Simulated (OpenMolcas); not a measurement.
## Dy3+: moving or changing the point charges

Dy3+ among 8 point charges of -0.5 e arranged as a hexagonal bipyramid (D6h), 2.68 Å from the ion, with the axial distance 3.082 Å.
```
   2.6800    0.0000    0.0000  -0.50
   1.3400    2.3209    0.0000  -0.50
  -1.3400    2.3209    0.0000  -0.50
  -2.6800    0.0000    0.0000  -0.50
  -1.3400   -2.3209    0.0000  -0.50
   1.3400   -2.3209    0.0000  -0.50
   0.0000    0.0000    3.0820  -0.50
   0.0000    0.0000   -3.0820  -0.50
```

```yaml
Program: OpenMolcas
Method: CASSCF
Basis: ANO-RCC-VDZP [7s6p4d2f1g]
Scalar_Hamiltonian: DKH2, point nucleus
Active_space: 9 electrons in 7 orbitals (4f)
State_averaging: 2S+1 = 6 odd, 21 roots; 2S+1 = 4 odd, 115 roots kept (CI in the orbitals of an earlier block, 108 in the spin-orbit step); 2S+1 = 2 odd, 82 roots kept (CI in the orbitals of an earlier block, 40 in the spin-orbit step)
Spin-orbit_coupling: RASSI with atomic mean-field integrals over the reference wave functions
```

Runs around this geometry, states. Energies in cm-1 above the lowest state or level, χT in cm3 K/mol.

```tsv
R (Å)	q (e)	Ground state	First state of that spin	First gap with spin-orbit (degeneracies)	Width of lowest J	χT at 300 K
2.68	-0.25	2S+1 = 6	12.9	10.3 (2, 2)	220	14.050
2.68	-0.5	2S+1 = 6	25.7	20.3 (2, 2)	441	14.017
2.97	-0.5	2S+1 = 6	18.3	14.5 (2, 2)	325	14.037
3.11	-0.5	2S+1 = 6	15.7	12.4 (2, 2)	284	14.043
```

Taking the width of the lowest J multiplet as R^-n, n = -ln(284 / 441) / ln(3.11 / 2.68) = 3.0 between the shortest and longest distance.

Scaling the charges by -0.25 / -0.5 = 0.50 scales the width of the lowest J multiplet by 220 / 441 = 0.50; with fixed orbitals a first-order splitting would follow the charge.

High states are left out of the spin-orbit mixing, which shifts the levels that they would mix with. Point charges carry no covalency, so the field is a model and not that of real ligands. An unlabelled pair can be two single states that coincide in this model. No measured value stands beside these numbers.

A state without a sure symmetry label is named by its multiplicity alone.
